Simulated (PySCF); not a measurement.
**K₂F⁺: one-bond stretch**

Level of theory: PBE0/[F def2-TZVP, K def2-TZVP], no relativity, density fitting, PySCF.

Rigid scan from the singlet minimum (F–K 2.325 Å (×2); K–F–K 180.0°). Coordinate: the bond from F to the last atom (K) scaled, the rest fixed. Energies in kJ/mol from the minimum.

```tsv
scale of one bond	E (kJ/mol)	dipole size (D, about the centre of mass)
0.92	11.4	0.70
0.96	2.4	0.34
1.00	0.0	0.00
1.05	2.8	0.42
1.12	13.0	0.98
1.20	28.6	1.63
1.35	59.2	2.82
1.55	94.1	–
1.80	126.4	–
2.20	159.6	–
```

At long bonds a restricted determinant can lie too high, and another spin state can fall below this curve.
